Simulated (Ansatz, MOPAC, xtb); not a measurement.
Pair of molecules: N2 (SMILES N#N) (first 2 atoms) with AsH3 (SMILES [AsH3]); geometry from B3LYP-D3(BJ)/def2-TZVP.
(charge 0, multiplicity 1):
```xyz
6

N      0.24158    -0.23290    -1.00821
N      0.46010    -0.69625    -0.04515
As    -0.36854     0.08084     3.28316
H      1.11625    -0.25616     3.35399
H     -0.75177    -1.38739     3.13919
H     -0.51329     0.03153     4.80115
```

Counterpoise-corrected where a basis set is named; no monomer relaxation.

The state reached by AM1 isn't checked.

Codes used: Ansatz (Gaussian basis) for Hartree–Fock, density functionals and correlated methods; MOPAC for AM1 (differences of heats of formation); xtb for the GFN methods. Each number belongs to the level named beside it.

Question: One of these levels gives -2.38 kcal/mol for the interaction energy. Name it.
A. GFN2-xTB
B. AM1
C. HF/aug-cc-pVTZ
D. GFN1-xTB

Answer: D, GFN1-xTB. The others give 0.12 (AM1), -3.80 (GFN2-xTB), 0.51 (HF/aug-cc-pVTZ)

Ansatz is a first-principles code.
